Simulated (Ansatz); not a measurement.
The same molecule with X = F, Cl, Br, I. Ansatz, PBE0-D4/def2-TZVP geometries, multiplicity 1.

Elements past krypton have def2 core potentials. Scalar relativity is left out up to krypton.

| X | molecule | mean X–C bond length / Å | LUMO energy (PBE0/def2-TZVPP) / eV | HOMO–LUMO gap (PBE/def2-TZVPP) / eV | HOMO energy (B3LYP/def2-TZVPP) / eV |
| --- | --- | --- | --- | --- | --- |
| F | `CC(=O)F` | 1.351 | -0.37 | 5.71 | -8.74 |
| Cl | `CC(=O)Cl` | 1.794 | -1.01 | 4.90 | -8.32 |
| Br | `CC(=O)Br` | 1.977 | -1.14 | 4.60 | -7.99 |

Give the row for X = I, `CC(=O)I`. (An estimate is asked.)

Computed: 
```json
{"X": "I", "molecule": "`CC(=O)I`", "mean X–C bond length / Å": "2.199", "LUMO energy (PBE0/def2-TZVPP) / eV": "-1.25", "HOMO–LUMO gap (PBE/def2-TZVPP) / eV": "3.97", "HOMO energy (B3LYP/def2-TZVPP) / eV": "-7.28"}
```

From F to I the mean X–C bond length rises at each step, by 0.848 Å in all; the LUMO energy (PBE0/def2-TZVPP) falls at each step, by 0.88 eV in all; the HOMO–LUMO gap (PBE/def2-TZVPP) falls at each step, by 1.74 eV in all; the HOMO energy (B3LYP/def2-TZVPP) rises at each step, by 1.46 eV in all. Bonds lengthen as the atom grows down the group.

B3LYP here is the variant with VWN-RPA as its local correlation; programs differ in this.

Spin–orbit coupling is left out; it splits and shifts lone-pair levels of the heavy atoms by tenths of an eV.
